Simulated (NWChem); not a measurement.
GeCl$_{2}$F$_{2}$; SMILES [F][Ge]([F])([Cl])[Cl]

```xyz
5

F      0.0000    -1.3669    -1.2795
Ge     0.0000     0.0000    -0.2507
F      0.0000     1.3669    -1.2795
Cl     1.7572     0.0000     0.9133
Cl    -1.7572     0.0000     0.9133
```
Atoms are numbered in this order, from 1.

Computed with NWChem. Medium grid unless said otherwise, to which SCAN and Minnesota functionals are sensitive. All runs use the structure optimised with PBE0/def2-SVP.

**Question.** Predict the results for MN15/def2-SVP. Quantities: highest occupied level (eV); orbital gap (eV); dipole (D).

**Answer.** 
```yaml
highest occupied level (eV): -10.70
orbital gap (eV): 9.72
dipole (D): 1.11
```
